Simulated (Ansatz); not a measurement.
Ti₂O₃⁺. Charge 1, multiplicity 2. Geometry B3LYP-D4/def2-SVP; atoms count from 1.

```csv
atom,x (Å),y (Å),z (Å)
Ti1,0.111,0.180,-1.023
Ti2,-0.144,-0.951,1.424
O3,0.079,1.752,-0.944
O4,-1.228,-0.508,0.138
O5,1.182,-0.472,0.405
```

The structure comes from a short search, and lower isomers may exist.

Question: Estimate the Mulliken populations from the PBE0/def2-TZVP orbitals of Ansatz.

Answer: 
| atom | charge (e) | spin (α − β) | d electrons |
| --- | --- | --- | --- |
| Ti1 | 1.41 | 0.04 | 2.24 |
| Ti2 | 1.36 | 1.07 | 2.27 |
| O3 | -0.42 | -0.01 | – |
| O4 | -0.67 | -0.05 | – |
| O5 | -0.67 | -0.05 | – |
Mulliken values depend strongly on the basis.

Question: Where does the spin sit?

Answer: Summed by element: Ti 1.11, O -0.11, of 1 unpaired in all. Largest on single atoms: Ti2 1.07, O4 -0.05, O5 -0.05.

Question: And the Mayer bond orders between heavy atoms (over 0.3)?

Answer: Ti1–O3 2.27 (1.57 Å); Ti1–O4 0.75 (1.90 Å); Ti1–O5 0.75 (1.90 Å); Ti2–O4 1.31 (1.74 Å); Ti2–O5 1.31 (1.74 Å).
